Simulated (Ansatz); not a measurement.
Computed with Ansatz on PBE0-D4/def2-TZVP structures; ΔE is electronic, products minus reactants. CCSD(T)/CBS adds triple-zeta CCSD(T) − MP2 to the extrapolated MP2 energy (def2 sets, frozen cores). For Ga, Ge outer-core shells are correlated without core-valence functions, which leaves a few kJ/mol of doubt a bond. Scalar relativity is left out up to krypton. One conformer a species, not always the lowest.

Consider the redistribution: `B[N]([GeH3])CF` + `N=[CH][GaH][OH]` → `[OH][GaH][GeH3]` + `BN(C=N)CF`.

```csv
level,ΔE (eV)
MP2/def2-TZVPP,-0.42
HF/CBS(def2),-0.47
```

(1) What does CCSD(T)/CBS give? (Estimate.)

Largest T1 diagnostic among the species: 0.015.

Answers

(1) The calculation gave: -0.46 eV. The listed levels differ from it by 0.04, -0.01 eV.

In def2-TZVPP, CCSD(T) changes the Hartree–Fock value by +0.05 eV (the triples alone add +0.00 eV) and MP2 by +0.06 eV.
